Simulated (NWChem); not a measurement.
AlH, singlet; SMILES [AlH]

Results from NWChem. Low-valent species are run as closed-shell singlets; no triplet was tried in these runs. The geometry was optimised at PBE0/def2-SVP. Level TPSS/def2-TZVP: single points from the atomic guess with DIIS by default; each run changes one setting, and all converged runs end within 0.3 mHa of each other. NWChem's automatic level shift, which a small gap switches on, acted in some of these runs.

| setting | SCF iterations |
|---|---|
| defaults | 6 |
| level shift of 0.5 Ha throughout | 14 |
| no DIIS, 40 % damping | 12 |
| no level shifting | 6 |
| occupation smearing of 0.005 Ha | 6 |
| core-Hamiltonian guess | 18 |
